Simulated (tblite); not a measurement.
Parent: `[CH:1]#[C:2]/[CH:3]=[CH:4]/[CH2:5][F:6]` with C3–C4–C5–F6 0°, C5H5F.

Structures optimised with GFN2-xTB, isolated species. One conformer each, not checked by frequencies here.

```csv
coordinate of the parent,value
C1≡C2,1.201 Å
C2–C3,1.409 Å
C3=C4,1.331 Å
C4–C5,1.493 Å
C5–F6,1.372 Å
C1–C2–C3,178.8°
C2–C3–C4,123.2°
C3–C4–C5,124.4°
C4–C5–F6,112.3°
```

**Question.** How does the shared frame change in `[CH3:1][CH2:2][C:3]#[C:4]/[CH:5]=[CH:6]/[CH2:7][F:8]` with C5–C6–C7–F8 0°, C7H9F? Atoms pair as C1 = C3, C2 = C4, C3 = C5, C4 = C6, C5 = C7, F6 = F8 (parent first).

**Answer.** 
```
  parent  relative  value in the relative  change
   C1≡C2     C3≡C4                1.204 Å  +0.003
   C2–C3     C4–C5                1.408 Å  -0.001
   C3=C4     C5=C6                1.331 Å   0.000
   C4–C5     C6–C7                1.493 Å   0.000
   C5–F6     C7–F8                1.372 Å   0.000
C1–C2–C3  C3–C4–C5                 178.7°    -0.1
C2–C3–C4  C4–C5–C6                 123.2°     0.0
C3–C4–C5  C5–C6–C7                 124.4°     0.0
C4–C5–F6  C6–C7–F8                 112.3°     0.0
```

No shared bond changes by more than 0.004 Å. Bonds of the relative outside the shared frame: C1–C2 1.529, C2–C3 1.448 Å. Point group Cs → Cs.

These are computed values.
